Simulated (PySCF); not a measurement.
Level of theory: ωB97X-D3(BJ)/def2-TZVP (PySCF). Gas-phase values, no solvent. One relaxed conformer stands for a flexible species; it need not be the lowest. Excitations are Tamm–Dancoff values on a coarser integration grid. The basis has no diffuse functions, so Rydberg states are missing or too high.

Reference species (SMILES): `F[Si](=[SiH2])[SiH3]` (neutral, multiplicity 1).

```
Property               Result
-------------------  --------
S1 excitation (TDA)   3.45 eV
HOMO                 -8.07 eV
HOMO–LUMO gap         8.00 eV
```

Changed species: `F[SiH2][SiH]=[SiH2]` (F–Si–Si–Si torsion 1°).

Task: Give the shifts of the S1 excitation (TDA), HOMO and HOMO–LUMO gap.

Result: the S1 excitation (TDA) rises by 0.60 eV, to 4.05 eV; the HOMO falls by 0.10 eV, to -8.17 eV; the HOMO–LUMO gap rises by 0.03 eV, to 8.03 eV.
